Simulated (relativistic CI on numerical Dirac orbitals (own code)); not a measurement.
Hg⁴⁺ (5d8) in a crystal field

Calculated by Dirac-Coulomb-Breit CI, orbitals from a KLI potential per configuration, model QED, one configuration in a parametric crystal field, unscaled Slater integrals (own radial code). With so little scaling, terms lie 10 to 35 % too far apart, which can change the order of excited levels.

Field parameters in Wybourne normalisation: Oh B⁴₀ = 21Dq, B⁴₄ = √(5/14) B⁴₀. The field is a parameter set, without covalency.

S is read from ⟨S²⟩ = S(S + 1).

Site symmetry Oh; labels are those of the double group. Computed levels in cm⁻¹ above the lowest, in rising order:

```
Δ (size of 10Dq)  Lowest    No. 2     No. 3    No. 4     No. 5     No. 6     No. 7     No. 8
            8500      T2   5775 E   7455 T1  9936 A1   12909 E  14891 T2  18496 A2  21299 T1
           15300      T2  10163 E  13920 T1  16173 E  17529 A1  19717 T2  23540 A2  28429 T1
           22100      T2  12735 E  20514 T1  21119 E  23053 A1  25377 T2  29275 A2  35689 T1
           28900      T2  13977 E  26209 A1  27153 E  27160 T1  31474 T2  35373 A2  42528 T2
           35700      T2  14657 E  27910 A1  33572 E  33837 T1  37809 T2  41680 A2  48793 T2
           42500      T2  15072 E  28908 A1  40146 E  40535 T1  44282 T2  48114 A2  55182 T2
```

Ground-state S against |10Dq| in cm⁻¹: 8500: 0.98, 15300: 0.98, 22100: 0.99, 28900: 0.99, 35700: 0.99, 42500: 0.99.

No abrupt spin change occurs in this range.
